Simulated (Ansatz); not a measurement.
Born–Oppenheimer molecular dynamics of BF₃H₂O (7 atoms, charge 0, multiplicity 1). It starts at the highest image of a converged band, a first-order saddle point between two minima.

All numbers below come from Ansatz, RKS PBE-D4/def2-SVP.

| Quantity | Value |
| --- | --- |
| ensemble | NVE (velocity Verlet) |
| time step | 0.5 fs |
| steps asked | 200 |
| starting velocities drawn for | 100 K |
| seed | 6556 |

First frame:

```xyz
7
Properties=species:S:1:pos:R:3
B 0.052 -0.285 -0.063
F -0.028 0.086 1.576
F 1.177 0.258 -0.540
F -1.128 0.043 -0.623
O 0.168 -1.719 0.367
H -0.645 -2.208 0.133
H 0.045 -1.028 1.464
```

(1) What does the run give?

(2) What happens to the structure?

(3) How do temperature and energy run in time?

## Answers

(1) All steps were run.

```yaml
steps_done: 200
time_covered: 100 fs
mean_temperature_over_the_second_half: 439 K
spread_of_the_potential_energy_over_the_second_half: 4.9 meV per atom
mean_potential_energy_of_the_second_half_above_the_start: -31.3 meV per atom
```

The conserved energy stayed within 0.025 meV per atom of its start (net change 0.018 meV per atom), so the integration is sound. The kinetic energy rose, since the run started high on the potential surface and went downhill. It ends in pieces (BF2HO + FH), so much of that is their flight and rotation, not heat. A run of 0.1 ps of so small a system gives no equilibrium averages. The orbitals stay closed-shell, which can raise the energy where a bond breaks towards radicals; this wasn't checked here.

(2) Between its relaxed ends the band would form F2–H7 and break B1–F2, O5–H7. These pairs go: F2–H7 1.12 → 0.93 Å, B1–F2 1.68 → 3.03 Å, O5–H7 1.30 → 3.39 Å. In the last frame they stand as after the step (other bonds may differ from the relaxed reactants and products). It ends as BF2HO + FH. Pairs count as bonded within 1.25 times the sum of covalent radii (0.12 Å more for H–H). The details hang on the random start.

(3) 
```
time (fs)  T (K)  potential energy less start (eV)  conserved less start (meV/atom)
        0    100                             0.000                             0.00
        5     44                             0.036                             0.02
       10     43                             0.037                             0.01
       15     72                             0.018                             0.01
       20     99                             0.001                             0.02
       25    142                            -0.027                             0.02
       30    184                            -0.054                             0.02
       35    286                            -0.120                             0.01
       40    347                            -0.159                             0.02
       45    419                            -0.206                             0.01
       50    470                            -0.239                             0.01
       55    495                            -0.255                             0.01
       60    505                            -0.262                             0.01
       65    472                            -0.240                             0.01
       70    478                            -0.244                             0.00
       75    449                            -0.225                             0.02
       80    444                            -0.222                             0.01
       85    412                            -0.201                             0.01
       90    386                            -0.185                             0.01
       95    359                            -0.168                             0.01
      100    324                            -0.145                             0.02
```

The run took 5.8 min on 1 thread of Arm Neoverse V1, on a shared host, peak memory 0.14 GiB.
